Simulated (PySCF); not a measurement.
# How methods differ on the ionisation energy of Er⁴⁰⁺

Er⁴⁰⁺ [Ar] 3d10 → Er⁴¹⁺ [Ar] 3d9 [3d3/2^4 3d5/2^5, M_J = 5/2], as a difference of total energies. All numbers are calculated (PySCF 2.14, the two-component X2C-1e Hamiltonian, in an even-tempered Gaussian basis (16 s from 8.5 bohr⁻², ratio 2.8; 13 p from 11 bohr⁻², ratio 2.8; 8 d from 11 bohr⁻², ratio 2.8; 3 f from 44 bohr⁻², ratio 3)). Correlated levels: [Ne] frozen; the 80 highest virtual spinors dropped. "Screened" scales the spin-orbit matrix elements by Boettger's factors to mimic the two-electron term; Breit and QED terms are absent.

| method | ionisation energy (eV) |
| --- | --- |
| GHF (spin-free) | 3176.1 |
| GMP2 (spin-free) | 3177.4 |
| GHF (screened spin-orbit) | 3157.8 |
| GMP2 (screened spin-orbit) | 3159.2 |

Breit and QED terms and the two-electron picture change are absent.

The spin-free rows lack the spin-orbit shift.

For comparison: 3157 ± 4 eV (theoretical estimate listed by NIST; NIST Atomic Spectra Database, ionization energies).
